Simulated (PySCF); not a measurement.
# First hyperpolarisability: `FC1=C=CCCCCCC1`, C9H13F

Geometry:
```
atom   x (Å)   y (Å)   z (Å)
  F1   1.238  -3.463  -0.235
  C2   0.769  -2.538   0.624
  C3   1.439  -1.435   0.861
  C4   1.929  -0.244   1.107
  C5   1.557   0.994   0.321
  C6   0.095   1.435   0.462
  C7  -0.937   0.376   0.050
  C8  -1.497  -0.485   1.198
  C9  -1.720  -1.964   0.858
 C10  -0.557  -2.888   1.239
 H11   2.639  -0.125   1.938
 H12   2.216   1.823   0.623
 H13   1.763   0.809  -0.747
 H14  -0.030   2.336  -0.160
 H15  -0.100   1.760   1.499
 H16  -0.490  -0.273  -0.720
 H17  -1.782   0.876  -0.451
 H18  -0.831  -0.418   2.074
 H19  -2.452  -0.045   1.529
 H20  -1.940  -2.068  -0.219
 H21  -2.613  -2.337   1.384
 H22  -0.785  -3.924   0.945
 H23  -0.453  -2.888   2.337
```

Computed, not measured: quadratic response CAM-B3LYP/def2-SVPD first hyperpolarisability, Taylor convention, gas phase (PySCF 2.14.0). Geometry: PBE0-D3(BJ)/def2-SVP.

(1) What is the first hyperpolarisability, and how does it disperse?

(2) Which lowest excitations, dipole and polarisabilities go with it?

## Answers

(1) In au, Taylor convention; the vector part is βᵢ = ⅓ Σⱼ (βᵢⱼⱼ + βⱼᵢⱼ + βⱼⱼᵢ); β∥ is 3/5 of the vector part along the dipole, the dipole points from − to +:
| process | λ (nm) | β vector norm | β∥ | β HRS | depolarisation ratio |
| --- | --- | --- | --- | --- | --- |
| static β(0;0,0) | ∞ | 129.2 | -52.0 | 50.8 | 6.09 |
| second harmonic β(−2ω;ω,ω) | 1907 | 133.8 | -53.5 | 52.7 | 6.03 |
| Pockels β(−ω;ω,0) | 1907 | 130.7 | -52.5 | – | – |
| second harmonic β(−2ω;ω,ω) | 1064 | 145.1 | -57.1 | 57.4 | 5.90 |
| Pockels β(−ω;ω,0) | 1064 | 134.1 | -53.6 | – | – |

(2) S1 4.75 eV (f = 0.000); S2 6.34 eV (f = 0.000); S3 6.55 eV (f = 0.030); dipole 2.28 D; isotropic α 105.0 au static, 105.2 au at 1907 nm, 105.9 au at 1064 nm, 106.1 au at 953.5 nm, 108.7 au at 532 nm.
